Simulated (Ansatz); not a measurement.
Total energies of CH9N3OSn (`C[O][Sn]([NH2])([NH2])[NH2]`).

```xyz
15

C    -1.979   -1.004    0.859
O    -0.589   -0.928    1.068
Sn    0.524    0.206   -0.075
N     2.109    0.579    1.115
N    -0.444    1.915   -0.477
N     0.742   -0.784   -1.822
H    -2.426   -1.519    1.714
H    -2.228   -1.573   -0.046
H    -2.445   -0.014    0.777
H     2.999    0.348    0.693
H     2.035    0.062    1.983
H     0.022    2.747   -0.144
H    -0.717    2.042   -1.441
H     1.350   -0.333   -2.493
H     1.047   -1.743   -1.711
```

Total charge 0; spin multiplicity 1. Correlated methods include outer-core shells of Sn, which these sets cover unevenly. Sn: def2 effective core potential. The structure was optimised at the PBE0-D4/def2-TZVP level. It is one conformer, not always the lowest. Basis def2-TZVPP, Ansatz 0.2.0.

RPA on PBE orbitals: Hartree–Fock energy of these orbitals -494.74222 Eh, correlation -2.14784 Eh (frozen core).

```
functional  energy without D4 (Eh)  D4 term (kJ/mol)
    revPBE              -497.41241             -86.7
      BLYP              -497.31172             -67.0
      PBE0              -497.14172             -27.3
     B3LYP              -497.53863             -50.5
   r2SCAN0              -497.31865              -9.9
     BHLYP              -497.22309             -40.6
 CAM-B3LYP              -497.32597             -28.0
   ωB97X-V              -497.35484                 –
   ωB97M-V              -497.30056                 –
  PBE-QIDH              -496.91427                 –
```

Question: Give the same for LDA (SPW92), PBE, r2SCAN, B97M-V, r2SCANh, HSE06 (plane-wave form), LC-ωPBE, B2PLYP. (An estimate is asked.)

Answer: Ansatz gave: 
```json
{"functional": "LDA (SPW92)", "energy without D4 (Eh)": "-494.83554", "D4 term (kJ/mol)": "–"}
{"functional": "PBE", "energy without D4 (Eh)": "-497.11831", "D4 term (kJ/mol)": "-31.7"}
{"functional": "r2SCAN", "energy without D4 (Eh)": "-497.38740", "D4 term (kJ/mol)": "-8.4"}
{"functional": "B97M-V", "energy without D4 (Eh)": "-497.40956", "D4 term (kJ/mol)": "–"}
{"functional": "r2SCANh", "energy without D4 (Eh)": "-497.35917", "D4 term (kJ/mol)": "-9.0"}
{"functional": "HSE06 (plane-wave form)", "energy without D4 (Eh)": "-497.12566", "D4 term (kJ/mol)": "-25.7"}
{"functional": "LC-ωPBE", "energy without D4 (Eh)": "-497.33349", "D4 term (kJ/mol)": "–"}
{"functional": "B2PLYP", "energy without D4 (Eh)": "-497.03700", "D4 term (kJ/mol)": "–"}
```

B3LYP takes the VWN-RPA correlation (the form of Gaussian; ORCA's B3LYP/G). HSE06 is the plane-wave form, built on full-range PBE exchange. The double hybrids freeze the cores in their second-order part.

LC-ωPBE has ω = 0.4 bohr⁻¹.
